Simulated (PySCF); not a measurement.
Species: C5H9O2 (doublet state).
Geometry (GFN2-xTB, Å), atoms numbered from 1 in this order:
```
atom  x, y, z in Å
C1     2.3638    0.5148    0.5711
C2     1.5077   -0.4186   -0.1885
C3     0.0897   -0.1326   -0.4575
C4    -0.8069   -0.4976    0.7715
C5    -2.2428   -0.2519    0.4201
O6    -3.0317   -1.0852    0.0586
O7    -2.5640    1.0503    0.5036
H8     3.3532    0.5914    0.1151
H9     1.9185    1.5061    0.6176
H10    2.5267    0.1640    1.5974
H11    1.8799   -1.4124   -0.3729
H12   -0.0596    0.9306   -0.6617
H13   -0.2665   -0.7146   -1.3102
H14   -0.6721   -1.5497    1.0172
H15   -0.5198    0.1290    1.6144
H16   -3.4838    1.1855    0.2277
```

The hyperfine couplings belong to this conformer and change with its torsions.

Identity: `C(C[CH]C)C(O)=O` [radical].

Method used: UKS B3LYP, pcH-1 on C H O, non-relativistic, mean-field spin-orbit, GIAO in PySCF. The structure is a single GFN2-xTB conformer in the gas phase; no vibrational or solvent corrections. The geometry wasn't refined by DFT: couplings that depend on bond lengths, twists or pyramidal angles can differ widely from those at the functional's own minimum. The SCF solution wasn't tested for stability.

(1) Give the principal g shifts and their parts.

(2) What are the electron Larmor frequencies g μB B/h along the three axes at 1200 mT?

(3) At 9.651 GHz, how far is the centre of the isotropic spectrum from where a free electron (g = 2.002319) resonates?

(4) In a frozen sample, at which fields do the three g values resonate at 9.5, 34, 94 and 263 GHz (hyperfine left aside), and which band first spreads them over more than twice a line width of 0.5 mT?

## Answers

(1) 
```json
{"Δg (ppm)": "relativistic mass correction", "1": "-147", "2": "-147", "3": "-147"}
{"Δg (ppm)": "gauge correction", "1": "3", "2": "29", "3": "31"}
{"Δg (ppm)": "orbital Zeeman/spin–orbit", "1": "-31", "2": "551", "3": "761"}
{"Δg (ppm)": "total", "1": "-176", "2": "433", "3": "645"}
```

So g = 2.00214, 2.00275, 2.00296 and g_iso = 2.00262; the tensor is rhombic: the two nearest values differ by 26 % of g3 − g1. Axes: g2 points within 13° of the C1–C2 bond.

(2) 33.6270, 33.6372, 33.6408 GHz for g1, g2 and g3, a range of 13.8 MHz.

(3) B = hν/(g μB) with μB/h = 13.99624 MHz/mT gives 344.37 mT for the free electron and 344.32 mT at g_iso, 0.05 mT lower.

(4) 
```tsv
band	GHz	B(g3) mT	B(g2) mT	B(g1) mT	spread mT
X	9.5	338.87	338.91	339.01	0.14
Q	34.0	1212.81	1212.94	1213.31	0.50
W	94.0	3353.07	3353.43	3354.45	1.37
J	263.0	9381.47	9382.47	9385.32	3.85
```

The spread grows in proportion to the frequency. W band is the first where it exceeds 1.0 mT.

Largest spin populations (Mulliken): C2 (+1.02), C1 (-0.08) and C3 (-0.08). C2 is the only atom above +0.15. The angles at C2 add up to 358.8°, so it is planar; its axial dipolar tensor and the negative coupling of its proton fit spin in a p orbital normal to that plane.

The HOMO–LUMO gaps are 5.40 eV among the α and 6.14 eV among the β orbitals.
